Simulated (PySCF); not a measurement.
Radial density of V (vanadium, neutral)

UHF, [Ar] 3d3 4s2, high-spin 4F determinant. Computed with PySCF 2.14 in cc-pVDZ-DK, with the spin-free X2C one-electron Hamiltonian (Gaussian nucleus).

```csv
r (bohr),4πr²ρ (e/bohr),4πr²(ρα − ρβ)
0.00118,0.1899,0.0000
0.00199,0.4839,0.0000
0.00335,1.208,0.0001
0.00563,2.906,0.0002
0.00947,6.573,0.0005
0.0159,13.32,0.0009
0.0268,22.34,0.0014
0.0450,27.49,0.0013
0.0758,23.00,0.0012
0.127,22.08,0.0157
0.214,29.82,0.1211
0.361,16.70,0.6030
0.607,9.609,1.6907
1.02,10.34,2.1003
1.72,2.752,1.0834
2.89,0.8663,0.2182
4.85,0.2873,-0.0204
8.17,0.01613,-0.0051
13.7,3.101e-05,0.0000
```

Densities and radii are taken from the X2C orbitals without a picture-change correction, which distorts them close to the nucleus.

Q: Where is the radial spin density 4πr²(ρα − ρβ) most negative, and why is it negative at all?

A: Around r = 4.85 bohr, down to -0.0204 e/bohr: exchange with the open shell polarises the paired shells in an unrestricted calculation.
